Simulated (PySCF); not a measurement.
# How methods differ on the excitation energy of Bi⁺

Bi⁺ [Xe] 4f14 5d10 6s2 6p2 (3P) → Bi⁺ [Xe] 4f14 5d10 6s1 6p2 6d1 (high-spin determinant), as a difference of total energies. Computed with PySCF 2.14 in aug-cc-pwCVDZ-PP with ECP60MDF (6s5p4d1f, 48 functions), with scalar relativity through the core potential. Correlated levels: valence: 5s2 5p6 5d10 frozen; valence and next inner shell: nothing frozen outside the core potential. The calculations carry no spin-orbit coupling.

| method | excitation energy (eV) |
| --- | --- |
| UHF | 16.590 |
| LDA | 18.694 |
| PBE | 18.238 |
| PBE0 | 18.066 |
| r2SCAN | 18.154 |
| wB97X-V | 18.496 |
| wB97X | 18.933 |
| HSE06 | 18.079 |
| MN15 | 19.108 |
| MP2 (valence) | 17.240 |
| SCS-MP2 (valence) | 17.458 |
| MP2 (valence and next inner shell) | 18.544 |
| SCS-MP2 (valence and next inner shell) | 18.524 |

How much does correlation contribute at MP2 (valence and next inner shell)?

18.544 − (16.590) = 1.954 eV, measured against UHF.

Spin-orbit coupling is strong in these open shells (close to jj coupling). The scalar numbers leave it out and a first-order estimate fails, so it can dominate the gap to the real levels.

The upper state lies above the first ionisation limit.

The promoted electron is Rydberg-like, and one or two diffuse shells describe it only roughly, which tends to raise the upper state.

The determinant of the upper state mixes LS terms, which raises its energy above the lowest term, most at the Hartree-Fock and MP2 levels.
